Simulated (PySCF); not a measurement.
```xyz
6
charge -1 multiplicity 4, angstrom
Tc    0.0000    0.0000   -0.0081
H     0.0000    1.7030    0.1590
H     1.0010   -1.3778    0.1590
H     1.6197    0.5263    0.1590
H    -1.6197    0.5263    0.1590
H    -1.0010   -1.3778    0.1590
```

All numbers come from UPBE0 in PySCF with Tc def2-TZVPD with ECP28, H def2-TZVPD; scalar-relativistic core potentials, no spin–orbit coupling; density-fitted integrals.

This geometry of TcH₅⁻ is a stationary point at this level.

Q: What is the point group?

A: C5v.

Q: Is it a minimum?

A: Yes: all harmonic wavenumbers are real.

Q: Which band is strongest in the infrared?

A: 1706 cm⁻¹ (e1), 1409 km/mol.

Q: Give the ideal-gas entropy at 298.15 K and 1 bar by parts.

A: translation 166.8, rotation 63.0, vibration 25.4, spin 11.5; total 266.7 J/(mol K).

Only a few start shapes were tried, so a lower isomer may exist. Other spin states or occupations of the open shell can lie lower. The lowest empty level of this anion is unbound, so it and the gap depend on the basis.
